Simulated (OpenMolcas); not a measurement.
## Levels of neutral arsenic by method

| Property | Result |
| --- | --- |
| Program | OpenMolcas |
| Basis | ANO-RCC-VQZP [7s6p4d2f1g] |
| Scalar Hamiltonian | DKH2, point nucleus |
| Active space | 3 electrons in 9 orbitals (RAS2 4p; RAS3 4d 5s, at most 1 electron) |
| State averaging | 2S+1 = 4 odd, 1 root; 2S+1 = 2 odd, 8 roots; 2S+1 = 4 even, 15 roots; 2S+1 = 2 even, 8 roots |
| Spin-orbit coupling | state interaction with AMFI integrals over the reference wave functions, term energies averaged over their components |

Methods on the same reference wave functions:
A. RASSCF
B. SS-RASPT2, IPEA 0.25 Eh, imaginary shift 0.1 Eh (closed shells correlated: 3d 4s)

Energies in cm-1 above 4s2 4p3 4S* 3/2, the measured ground level; measured values from NIST Handbook of Basic Atomic Spectroscopic Data.

```csv
Level,A,B,Measured
4s2 4p3 4S* 3/2,0.0,0.0,0.0
4s2 4p3 2D* 3/2,14502,11360,10593
4s2 4p3 2D* 5/2,14688,11540,10915
4s2 4p3 2P* 1/2,24234,21710,18186
4s2 4p3 2P* 3/2,24481,21950,18648
4s2 4p2 5s 4P 1/2,56442,54940,50694
4s2 4p2 5s 4P 3/2,57082,55570,51610
4s2 4p2 5s 4P 5/2,58177,56650,52898
4s2 4p2 5s 2P 1/2,60781,58170,53136
4s2 4p2 5s 2P 3/2,62009,59360,54605
```

Deviations, from unrounded energies. A percentage is the sum of absolute deviations over the sum of measured energies, with the sign that they share, or ± where signs differ.

```json
{"Against measurement": "mean absolute deviation (cm-1)", "Levels": "9", "A": "5700", "B": "3300"}
{"Against measurement": "other terms of the ground configuration (%)", "Levels": "4", "A": "+33.5", "B": "+14.1"}
{"Against measurement": "other configurations (%)", "Levels": "5", "A": "+12.0", "B": "+8.3"}
```

B lies closest to measurement on these levels. The largest miss of B in the table is 4s2 4p2 5s 2P 1/2, by +5000 cm-1. The ranking rests on the paired levels alone, and a cruder setting can come out closer through cancelling errors.

From A to B the spin-free energies of the other terms of 4s2 4p3 shown, above 4S*, scale by factors of 0.78 to 0.90.

The lowest spin-free term lies below A's lowest term by 0.161 hartree in B.

CASPT2 does not keep the components of a term degenerate, so their means are used; among the terms shown or strongly mixed into the levels shown the widest spread is 120 cm-1 (4s2 4p3 2D*, B). ANO sets are built for valence states and can reach diffuse excited orbitals poorly, and with the s shell closed the s pⁿ⁺¹ terms that mix with these levels are absent. With the s shell closed, the reference lacks s² → p² mixing. Without dynamic correlation excited terms often stand tens of per cent too high (terms of higher spin than the ground term too low), and those without a measured partner can miss by more than the paired ones (holds for A). Some terms miss by over 15 % even with CASPT2, which points to a basis or an active space too small for the shells correlated (holds for B). Measured partners are found by configuration, term and J. A level has none where our copy of the source lacks it or the pairing is in doubt (some pairs that miss far off the trend of their configuration count as doubtful), and it then counts in no deviation. Levels of configurations outside the active space are missing. The table leaves out levels that lie high or whose names do not pair safely across all columns.

* marks odd parity.
